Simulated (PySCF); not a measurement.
# CaBi at UHF

Level: UHF. PySCF, scalar-relativistic core potentials, basis sets Ca def2-SVPD, Bi def2-SVPD with ECP60.

| Item | Value |
| --- | --- |
| state | ⁴Σ⁻ (quartet), unpaired electrons σ ↑, π ↑↑ |
| bond length | 3.280 Å |
| harmonic wavenumber | 144 cm⁻¹ |
| force constant | 0.408 mdyn/Å |
| rotational constant Be | 0.04671 cm⁻¹ |
| anharmonicity ωexe | 1.20 cm⁻¹ |
| vibration–rotation constant αe | 0.000307 cm⁻¹ |
| well depth De to Ca + Bi | 8.1 kcal/mol |
| dissociation energy D0 | 7.9 kcal/mol |
| bond order (Mayer) | 0.92 |
| dipole moment (positive dipole means Ca(−)Bi(+)) | -3.31 D |

Spin–orbit coupling is left out, which matters for elements this heavy, above all for dissociation energies. Hartree–Fock leaves out correlation, which carries a large part of most bond energies and some tenths to 1 eV of ionisation energies. The state is the lowest determinant that a PBE0 search found; another state may lie lower at other levels.
